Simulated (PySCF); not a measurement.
CH7BO2Si, SMILES [SiH3]CB(O)O. Atoms are numbered in the order given.

```xyz
12

Si     1.6868     0.6902    -0.0053
C     -0.0585     0.6415    -0.7292
B     -0.9817    -0.4116     0.0204
O     -0.6740    -1.7411     0.0507
O     -2.1109    -0.0649     0.7023
H      2.5445     1.7008    -0.6915
H      1.6428     1.0075     1.4517
H      2.3285    -0.6507    -0.1709
H      0.0468     0.3560    -1.7919
H     -0.4766     1.6624    -0.7157
H      0.1402    -1.9595    -0.4155
H     -2.3032     0.8772     0.6574
```

Geometry: B3LYP-D3(BJ)/def2-SVP. This is a generated structure with no PubChem entry under its InChIKey; it may be hypothetical. Other conformers were not sampled.

Level of theory: B3LYP/pcSseg-1 (PySCF).

GIAO shieldings, no solvent; atoms listed in one row are averaged. δ = σ(ref) − σ: ²⁹Si against TMS (σ = 338.7 ppm); ¹³C against TMS (σ = 181.3 ppm); ¹¹B against BF3 (σ = 86.3 ppm); ¹⁷O against H2O (σ = 333.8 ppm); ¹H against TMS (σ = 31.68 ppm), references at their B3LYP-D3(BJ)/def2-TZVP geometries, non-relativistic.

Computed chemical shifts:
```json
[
 {"nucleus": "²⁹Si", "atoms": "Si1", "count": "1", "δ (ppm)": "-67.2"},
 {"nucleus": "¹³C", "atoms": "C2", "count": "1", "δ (ppm)": "-1.7"},
 {"nucleus": "¹¹B", "atoms": "B3", "count": "1", "δ (ppm)": "19.8"},
 {"nucleus": "¹⁷O", "atoms": "O5", "count": "1", "δ (ppm)": "142.6"},
 {"nucleus": "¹⁷O", "atoms": "O4", "count": "1", "δ (ppm)": "137.4"},
 {"nucleus": "¹H", "atoms": "H6, H7, H8", "count": "3", "δ (ppm)": "4.09"},
 {"nucleus": "¹H", "atoms": "H11, H12", "count": "2", "δ (ppm)": "3.83"},
 {"nucleus": "¹H", "atoms": "H9", "count": "1", "δ (ppm)": "0.37"},
 {"nucleus": "¹H", "atoms": "H10", "count": "1", "δ (ppm)": "-0.11"}
]
```
